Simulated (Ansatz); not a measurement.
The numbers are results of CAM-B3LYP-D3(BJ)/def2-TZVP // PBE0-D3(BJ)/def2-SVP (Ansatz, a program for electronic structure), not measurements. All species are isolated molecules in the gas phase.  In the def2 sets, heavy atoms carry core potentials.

Reference species (SMILES): `F[C](F)([Sn]([Cl])([Cl])[Cl])F` (neutral, multiplicity 1).

The HOMO–LUMO gap is 8.78 eV. The LUMO comes out as -2.01 eV.

Changed species: `[Cl][Sn]([Cl])([Cl])[c]1ccccc1` (Y = phenyl; the reference has Y = trifluoromethyl).

Question: Give the shifts of the HOMO–LUMO gap and LUMO.

Answer: the HOMO–LUMO gap falls by 0.70 eV, to 8.08 eV; the LUMO rises by 0.81 eV, to -1.20 eV.
